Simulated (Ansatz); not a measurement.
Consider the ligand exchange at the Si–C bond: `N[Si](O)(F)CF` + CH₃OH → `CO[Si](N)(O)F` + fluoromethane.

Isolated molecules relaxed with PBE0-D4/def2-TZVP in Ansatz; ΔE leaves out vibrations. CCSD(T)/CBS adds triple-zeta CCSD(T) − MP2 to the extrapolated MP2 energy (def2 sets, frozen cores). This one scheme is used for every species. DFT in def2-TZVPP. Each species was taken in one conformer, which may not be the lowest.

(1) Is it downhill or uphill in electronic energy at CCSD(T)/CBS, and by how much? (An estimate is asked.)

(2) What do these levels give: BLYP-D4, r2SCAN-D4, BHLYP-D4, revPBE, PBE0, BHLYP, MP2/def2-SVP, CCSD/def2-SVP, HF/def2-TZVPP, CCSD/def2-TZVPP, CCSD(T)/def2-TZVPP, MP2/CBS(def2)? (An estimate is asked.)

Largest T1 diagnostic among the species: 0.011.

## Answers

(1) Ansatz gave: Downhill: ΔE = -133.5 kJ/mol.

(2) The calculation gave: BLYP-D4 -126.9, r2SCAN-D4 -131.5, BHLYP-D4 -141.9, revPBE -115.5, PBE0 -124.8, BHLYP -140.7, MP2/def2-SVP -135.9, CCSD/def2-SVP -134.2, HF/def2-TZVPP -151.7, CCSD/def2-TZVPP -137.5, CCSD(T)/def2-TZVPP -135.5, MP2/CBS(def2) -136.3 kJ/mol.

Leaving LDA and LC-ωPBE aside and taking each functional with its dispersion term where it has one, the values, not all of them listed here, spread over 23.9 kJ/mol, from BHLYP-D4 to PBE-D4. LDA lies −4.1 kJ/mol from PBE without D4. In def2-TZVPP, CCSD(T) changes the Hartree–Fock value by +16.2 kJ/mol (the triples alone add +2.0 kJ/mol) and MP2 by +13.5 kJ/mol.
